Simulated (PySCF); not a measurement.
CH5BFN. Atoms are numbered in the order given.

```xyz
9

B     -0.4449     0.6810     0.0000
F      0.1289     1.8901     0.0000
H     -1.6514     0.5976     0.0000
N      0.3620    -0.4535     0.0000
C     -0.0868    -1.8209     0.0000
H      1.3688    -0.3251     0.0000
H      0.2594    -2.3721     0.8909
H      0.2594    -2.3721    -0.8909
H     -1.1852    -1.8446     0.0000
```

The structure is a stationary point at PBE0-D3(BJ)/def2-SVP. One conformer was computed; it need not be the lowest.

Calculation: CAM-B3LYP/def2-TZVPD (PySCF).

Symmetry labels are those of the subgroup Cs that the program uses (full group Cs).

Computed valence orbital energies around the gap with their symmetry:
```json
[
 {"orbital": "HOMO−7", "symmetry": "A'", "energy (eV)": "-16.04"},
 {"orbital": "HOMO−6", "symmetry": "A'", "energy (eV)": "-14.94"},
 {"orbital": "HOMO−5", "symmetry": "A\"", "energy (eV)": "-14.23"},
 {"orbital": "HOMO−4", "symmetry": "A\"", "energy (eV)": "-13.67"},
 {"orbital": "HOMO−3", "symmetry": "A'", "energy (eV)": "-13.53"},
 {"orbital": "HOMO−2", "symmetry": "A'", "energy (eV)": "-12.46"},
 {"orbital": "HOMO−1", "symmetry": "A'", "energy (eV)": "-11.17"},
 {"orbital": "HOMO", "symmetry": "A\"", "energy (eV)": "-9.21"},
 {"orbital": "LUMO", "symmetry": "A'", "energy (eV)": "0.71"},
 {"orbital": "LUMO+1", "symmetry": "A'", "energy (eV)": "1.29"},
 {"orbital": "LUMO+2", "symmetry": "A\"", "energy (eV)": "1.56"},
 {"orbital": "LUMO+3", "symmetry": "A'", "energy (eV)": "1.62"}
]
```
